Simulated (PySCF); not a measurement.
**TDDFT excited states: C2H11N4Nb**

Compound: Nb(NEt)(NH2)3, C₂H₁₁N₄Nb (singlet state).
SMILES: `CC[N]=[Nb]([NH2])([NH2])[NH2]`

Method used: TDDFT B3LYP/def2-SVPD, vertical, gas phase, core orbitals frozen in the response, def2 core potentials past Kr (PySCF 2.14.0, density-fitted response routines). Isolated species at its PBE0-D3(BJ)/def2-SVP geometry, gas phase. Spin–orbit coupling is left out.

| state | E (eV) | λ (nm) | ν̃ (cm⁻¹) | f | main configurations (H = HOMO, L = LUMO) |
| --- | --- | --- | --- | --- | --- |
| S1 | 4.80 | 258.1 | 38740 | 0.0000 | H→L (74%), H→L+3 (15%), H→L+1 (10%) |
| S2 | 5.04 | 245.8 | 40680 | 0.022 | H→L+1 (60%), H-1→L+1 (24%) |
| S3 | 5.07 | 244.7 | 40870 | 0.029 | H→L+2 (68%) |
| S4 | 5.08 | 243.9 | 41000 | 0.010 | H-2→L+2 (37%), H-1→L+1 (21%), H→L+2 (16%) |
| S5 | 5.13 | 241.7 | 41370 | 0.0034 | H→L+3 (74%), H→L (19%) |
| S6 | 5.28 | 235.0 | 42560 | 0.0036 | H-1→L+2 (38%), H-2→L+1 (24%), H-2→L+3 (11%) |
| S7 | 5.28 | 234.6 | 42620 | 0.0070 | H-2→L+2 (45%), H-1→L+1 (26%) |
| S8 | 5.43 | 228.1 | 43830 | 0.0018 | H-1→L (46%), H-1→L+3 (37%), H-1→L+1 (11%) |
| S9 | 5.48 | 226.1 | 44230 | 0.0031 | H-2→L (42%), H-2→L+3 (30%), H-2→L+1 (24%) |
| S10 | 5.66 | 219.2 | 45620 | 0.013 | H-1→L (46%), H-1→L+3 (42%) |

Triplets (Tamm–Dancoff): T1 4.44 eV, H-1→L+2 (50%), H-2→L+1 (22%); T2 4.58 eV, H→L+1 (63%), H→L+3 (22%); T3 4.60 eV, H→L+2 (85%); T4 4.73 eV, H-2→L+2 (32%), H-1→L+1 (32%), H-1→L+3 (13%).

The lowest singlet lies at 4.80 eV (258 nm, ultraviolet) and is dark (f under 0.0005); its leading configuration is HOMO→LUMO (74%). The strongest level in the table is S3 at 5.07 eV (245 nm, f = 0.029). S6/S7 lie within about 0.01 eV of each other. For S1 the Löwdin share of niobium is at most 4% in HOMO and 56% in LUMO. Weighted by f, the mean energy of these states is 5.19 eV. Of the 10 states listed, 4 reach f = 0.01 and 1 stays under 0.0005. Singlets were solved by full linear response, triplets in the Tamm–Dancoff approximation.
